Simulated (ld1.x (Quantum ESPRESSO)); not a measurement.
# Ranking TM potentials for La (Z = 57)

All share these settings but for the change named:

```json
{
  "Element": "lanthanum",
  "Generator": "ld1.x (Quantum ESPRESSO) 7.5",
  "Type": "norm-conserving Troullier–Martins (Kleinman–Bylander form)",
  "Functional": "LDA (PZ)",
  "Relativity": "scalar-relativistic",
  "Frozen core": "[Kr] 4d10",
  "Valence charge": "11",
  "Reference configuration": "4f0 5s2 5p6 5d1 6s2 6p0",
  "Partial waves": "5s (bound): rc 2.25 bohr; 5p (bound): rc 2.85 bohr; 5d (bound): rc 3.35 bohr; 4f (bound, empty): rc 1.90 bohr",
  "Local potential": "all-electron potential smoothed inside 2.65 bohr (lloc = -1)",
  "Core correction": "none"
}
```

Occupied shells without a wave of their own: 6s. They enter only through the test configuration that unscreens the potential.

Cutoff: the first of the cutoffs (Ry, on a coarse ladder) from which the occupation-weighted sum of valence levels, in a spherical-Bessel basis at the reference potential, stays within 10 and 1 mRy of its value at 400 Ry; the density cutoff is not measured.

The base gives 30 Ry.

Of 11 variants that were run, those that failed, showed a ghost or another fault, or gave nearly equal values are left out.

A variant can come out equal or close to the base.

Q: Rank these variants from softest to hardest (loose cutoff).
A. functional PBEsol
B. all radii scaled by about 0.94 (s 2.10, p 2.66, d 3.14, f 1.78 bohr); local potential all-electron potential smoothed inside 2.48 bohr (lloc = -1)
C. local potential all-electron potential smoothed inside 3.48 bohr (lloc = -1)

A: C (25 Ry), A (30 Ry), B (35 Ry).
